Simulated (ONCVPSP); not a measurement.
What the settings do to the ONCV potential of tantalum

Base potential:

tantalum, optimised norm-conserving Vanderbilt (ONCV), made with ONCVPSP 4.0.1 (LDA (Perdew-Wang 92), scalar-relativistic). Core [Kr] 4d10 4f14, reference 5s2 5p6 5d3 6s2. Waves: 5s+6s: rc 2.10 bohr, ncon 4, nbas 8, qcut 5.2 1/bohr, 3 projectors, debl 2.5 Ha; 5p: rc 1.40 bohr, ncon 4, nbas 7, qcut 6.3 1/bohr, 2 projectors, debl 2.5 Ha; 5d: rc 3.10 bohr, ncon 4, nbas 8, qcut 4 1/bohr, 1 projector. Local part: polynomial inside 0.95 bohr (lpopt 5, dvloc0 1 Ha). Core correction: Teter function, fcfact 2.25, rcfact 1.2.

Cutoffs, loose and tight: the cutoffs (Ha) at which the residual kinetic energy of the hardest occupied pseudo-wave falls to 1 and 0.1 mHa per electron. They do not see the model core or the augmentation charge, which bear on the density cutoff. Test errors are all-electron minus pseudo excitation energies from the reference, over the configurations 5s2 5p6 5d3 6s1; 5s2 5p6 5d3 6s0; 5s2 5p6 5d2 6s0; 5s2 5p6 5d1 6s0. A dash means not determined; rows that change the core or the reference have their own tests. The largest error is taken over the tests solved by every variant that gives reliable tests at all: 5s2 5p6 5d2 6s0; 5s2 5p6 5d3 6s0; 5s2 5p6 5d3 6s1.

```csv
change,outcome,"cutoff, loose","cutoff, tight",bound ghosts,GHOST(+) flags above zero,largest test error (meV)
base,generated,44 Ha,73 Ha,none,"s, p",-35
"core correction Teter function, fcfact 1.6, rcfact 1.2",generated,44 Ha,73 Ha,none,"s, p",-35
"core correction Teter function, fcfact 2.1, rcfact 1.2",generated,44 Ha,73 Ha,none,"s, p",-35
"core correction Teter function, fcfact 2.7, rcfact 1.2",generated,44 Ha,73 Ha,none,"s, p",-35
"core correction Teter function, fcfact 3.6, rcfact 1.2",generated,44 Ha,73 Ha,none,"s, p",-36
"core correction Teter function, fcfact 4.2, rcfact 1.2",generated,44 Ha,73 Ha,none,"s, p",-36
"core correction Teter function, fcfact 4.6, rcfact 1.2",generated,44 Ha,73 Ha,none,"s, p",-36
"core correction Teter function, fcfact 5.7, rcfact 1.2",generated,44 Ha,73 Ha,none,"s, p",-37
"core correction Teter function, fcfact 6.4, rcfact 1.2",generated,44 Ha,73 Ha,none,"s, p",-37
"core correction Teter function, fcfact 6.8, rcfact 1.2",generated,44 Ha,73 Ha,none,"s, p",-37
"core correction Teter function, fcfact 7.7, rcfact 1.2",generated,44 Ha,73 Ha,none,"s, p",-37
```

Reading the sweep of the fcfact (base included, trends over the rows without a ghost): The loose cutoff stays near 44 Ha.
